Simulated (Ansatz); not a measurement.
Reading a saddle point

A first-order saddle point of Si2NH8OF3, closed shell, PBE0-D4/def2-TZVP, with one imaginary mode of 961i cm⁻¹:

Si1  (-0.898, 0.823, -0.734)
Si2  (0.958, -1.461, -0.839)
F3  (-0.352, 0.728, -2.214)
F4  (-1.990, -0.223, -0.239)
F5  (-1.853, 2.104, -0.884)
H6  (-0.062, 0.496, 1.550)
N7  (0.106, 1.484, 0.574)
H8  (0.168, -0.941, 0.928)
O9  (-0.059, -0.556, 1.954)
H10  (1.511, -2.622, -0.057)
H11  (0.279, -2.084, -2.012)
H12  (2.182, -0.773, -1.367)
H13  (1.100, 1.413, 0.381)
H14  (-0.129, 2.448, 0.796)
H15  (-0.961, -0.837, 2.160)
(Å)

Ansatz 0.2.0; basis: def2-TZVPP and def2-QZVPP; cores frozen in the correlated methods. Extrapolation: Hartree–Fock as exp(−7.88 √X), correlation as X^−2.97.

Question: Which contacts change along the imaginary mode, and what lies on either side? (A judgement: the text doesn't fix the answer.)

Answer: The calculation gives: The step is Si₂H₃F₃ ([F][Si]([F])([F])[SiH3]) + H₂O + NH₃ → SiNH₂F₃ ([NH2][Si]([F])([F])[F]) + SiH₄ + H₂O, with the molecules in contact on both sides. Shortening one way: Si1–N7, Si2–H8, H6–O9; lengthening the same way: Si1–Si2, H6–N7, H8–O9.
```
   pair  one side (Å)  saddle (Å)  other side (Å)
 Si1–N7          2.11        1.78            1.68
 Si2–H8          3.77        2.00            1.48
  H6–O9          1.98        1.13            0.97
Si1–Si2          2.35        2.95            4.40
  H6–N7          1.02        1.40            2.19
  H8–O9          0.96        1.12            3.00
```

Question: Which side is lower, and how far does the saddle lie above each? (To be estimated.)

Answer: By the calculation: The side with Si1–N7, Si2–H8, H6–O9 short is lower by 54.0 kJ/mol; the saddle lies 255.5 kJ/mol above it and 201.6 kJ/mol above the other (CCSD(T) at an estimated basis limit (MP2 extrapolated from triple and quadruple zeta, plus CCSD(T) − MP2 in triple zeta); electronic energies).

T1 diagnostic: at most 0.013.

Labels in which every atom is bracketed show which atoms are joined, not bond orders.

For scale, one of the runs: CCSD(T)/def2-TZVPP, 351 basis functions, launched by `ansatz run in.yaml --threads 4 --pin off --events-out ev --progress --plain --max-ram 66560MiB --backend cuda --devices 0, --max-vram 37GiB`. Time: 14 s of wall clock on 4 CPU threads of an AMD EPYC 7R13 and a share of one NVIDIA H100; the host was shared. Peak host memory: 0.86 GiB.
